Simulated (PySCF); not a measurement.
## Spin states and ions at one geometry of [HfO(OH)3]−

PySCF 2.14.0, RKS PBE, Hf def2-SVP with ECP60, O def2-SVP, H def2-SVP; non-relativistic Hamiltonian with scalar-relativistic core potentials where named; density fitting; no spin-orbit coupling; singlets restricted, open shells unrestricted. The geometry is relaxed for charge -1, singlet, vacuum:

```xyz
8

Hf   -0.3710    0.0000    0.1148
O     0.5390    0.0000    1.7070
O     0.1754    1.6865   -0.9138
H     0.8192    2.2635   -0.4695
O    -2.3818    0.0000    0.5130
H    -2.6488    0.0000    1.4474
O     0.1754   -1.6865   -0.9138
H     0.8192   -2.2635   -0.4695
```

Energies count from the relaxed state; an electron taken off or put on is at rest in vacuum. Charges and spins are Mulliken's.

| state | energy (eV) | spin squared | charge on Hf1 (e) | spin on Hf1 (e) | dipole about the centre of mass (D) |
| --- | --- | --- | --- | --- | --- |
| charge -1, singlet, vacuum | 0.00 | 0.00 | 0.40 | 0.00 | 0.33 |
| charge -1, triplet, vacuum | 5.24 | 2.00 | -0.22 | 0.81 | 0.71 |

Problem. What does the state charge 0, doublet, vacuum give?

Solution. energy (eV) 4.77, spin squared 0.75, charge on Hf1 (e) 0.69, spin on Hf1 (e) -0.03, dipole about the centre of mass (D) 1.33.

With an electron taken off (doublet) the charges change, summed by element, by Hf +0.29 e, O +0.54 e, H +0.18 e. The vertical ionisation energy is 4.77 eV, against −ε(HOMO) = 0.89 eV of the relaxed state. The level lies 3.9 eV too high, as is usual for semilocal functionals and global hybrids, which keep a self-interaction error.

Open shells may have lower solutions than those found. Hard to converge, so the more doubtful: charge -1, triplet, vacuum; charge 0, doublet, vacuum.
